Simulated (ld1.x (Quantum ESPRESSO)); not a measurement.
# Which setting gave this result? (Co (Z = 27), TM)

Base potential:

ld1.x (Quantum ESPRESSO) 7.5 input, shortened:

```
&input
   title='Co', zed=27., rel=1, dft='PBE', iswitch=3,
   config='[Ar] 3d6 4s0 4p0'
 /
 &inputp
   pseudotype=2, tm=.true., lloc=-1, rcloc=1.15,
   nlcc=.true., new_core_ps=.true.
 /
3
4S  1  0   0.00   0.00  2.00  2.00  0.0
4P  2  1   0.00   0.00  1.85  1.85  0.0
3D  3  2   6.00   0.00  1.25  1.25  0.0
 &test
   configts(1)='3d6 4s0 4p0'
 /
```

Cutoffs, loose and tight: the cutoffs (Ry, on a coarse ladder) from which the occupation-weighted sum of valence levels, in a spherical-Bessel basis at the reference potential, stays within 10 and 1 mRy of its value at 400 Ry. They do not see the model core or the augmentation charge, which bear on the density cutoff. Test errors are all-electron minus pseudo excitation energies from the reference, over the configurations 3d7 4s2 4p0; 3d7 4s1 4p0; 3d7 4s0 4p0; 3d5 4s0 4p0; 3d7.5 4s1.5 4p0; 3d7 4s0 4p2; 3d8 4s0 4p0; variants that change the core or the reference have their own tests. The largest error is taken over the tests solved by every variant that gives reliable tests at all, those not shown here included: 3d5 4s0 4p0; 3d7 4s0 4p0; 3d7 4s1 4p0; 3d7 4s2 4p0; 3d7.5 4s1.5 4p0; 3d8 4s0 4p0.

Only the d radius is moved:

| d radius (bohr) | cutoff, loose | cutoff, tight | bound ghosts | largest test error (meV) |
| --- | --- | --- | --- | --- |
| 0.86 | 260 Ry | over 300 Ry | s, p | -627 |
| 1 | 200 Ry | 300 Ry | s, p | -626 |
| 1.14 | 180 Ry | 260 Ry | s, p | -625 |
| 1.26 | 140 Ry | 230 Ry | s, p | -621 |
| 1.44 | 120 Ry | 200 Ry | s, p | -607 |
| 1.76 | 90 Ry | 160 Ry | s, p | -523 |
| 1.88 | 80 Ry | 140 Ry | s, p | -450 |

**Question.** One more run gave cutoff, loose: 110 Ry; cutoff, tight: 180 Ry; bound ghosts: s, p; largest test error (meV): -580. Which value of the d radius was used?

**Answer.** 1.56 bohr. The loose cutoff moves one way along this sweep, from 260 Ry at 0.86 to 80 Ry at 1.88 bohr, which places the run between 1.44 and 1.76 bohr.
